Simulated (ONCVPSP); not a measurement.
# Al (Z = 13), ONCV: configuration errors across variants

ONCVPSP 4.0.1 input, shortened (lines: element, Z, core and valence counts, functional; n l f; lmax; l rc ep ncon nbas qcut; lloc lpopt rc5 dvloc0; l nproj debl; icmod fcfact rcfact), PBE, scalar-relativistic:

```
  Al 13.00    1    4        4      upf
    1    0    2.00
    2    0    2.00
    2    1    6.00
    3    0    2.00
    3    1    1.00
    1
    0    1.00    0.00    4    7   15.20
    1    1.15    0.00    3    6   12.70
    4    1    0.75    0.00
    0    2    3.70
    1    2    1.50
    0    0.00    0.00
```

All-electron excitation energies from the reference (eV): (1) 2s2 2p6 3s2 3p0 5.761; (2) 2s2 2p6 3s1 3p0 24.987; (3) 2s2 2p6 3s2 3p0.5 2.086.

Errors AE − PS in meV (a dash: test not solved or not reliable):

```tsv
change	(1)	(2)	(3)	bound ghosts	GHOST(+) flags above zero
base	+0.3	-0.4	0.0	none	none
p: rc 0.96	+0.3	-0.2	+0.1	none	none
p: rc 1.08	+0.3	-0.3	0.0	none	none
p: rc 1.16	+0.3	-0.4	0.0	none	none
p: rc 1.28	+0.3	-0.8	0.0	none	none
p: rc 1.38	+0.3	-1.6	0.0	none	none
p: rc 1.56	+0.2	-5.7	0.0	none	none
p: rc 1.62	+0.2	-8.0	0.0	none	none
```

(1) Give the same row for: p: rc 0.82.

Answers

(1) +0.3, -0.2, +0.1; bound ghosts: none; GHOST(+) flags above zero: none.
